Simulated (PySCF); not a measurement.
```xyz
7

C     -0.8176    -0.0038     0.0017
Si     1.0062     0.0748    -0.4300
H     -1.3206     0.9308    -0.2541
H     -1.3121    -0.8145    -0.5369
H     -0.9531    -0.1781     1.0736
H      1.6935     1.1960     0.2696
H      1.7038    -1.2052    -0.1239
```

Charge 0, multiplicity 2.

### Question
Give the Mulliken and meta-Löwdin atomic charges from PySCF with r2SCAN-D4/def2-TZVP.

### Answer

```
atom  Mulliken (e)  meta-Löwdin (e)
----  ------------  ---------------
C1           -0.46            -0.59
Si2           0.12             0.35
H3            0.13             0.14
H4            0.13             0.14
H5            0.13             0.14
H6           -0.03            -0.09
H7           -0.03            -0.09
```
